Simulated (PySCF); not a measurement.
```xyz
4
charge 0 multiplicity 1, angstrom
As    0.0000   -0.3227    0.0000
O    -1.3642    0.5352    0.0000
O     1.3053    0.8650    0.0000
H     0.9332    1.7586    0.0000
```

Computed with PySCF, PBE0, basis As def2-TZVP, O def2-TZVP, H def2-TZVP (no relativity, density fitting).

This geometry of AsO(OH) is a stationary point at this level.

What is the point group?

Cs.

Is it a minimum?

Yes: all harmonic wavenumbers are real.

Which band is strongest in the infrared?

542 cm⁻¹ (a''), 135 km/mol.

What are the dipole moment and the gap between the highest occupied and lowest empty levels?

1.63 D and 5.57 eV.

What is the atomisation energy, with and without zero-point energy?

1292 kJ/mol without, 1248 kJ/mol with.

Other isomers or separated fragments may lie lower.
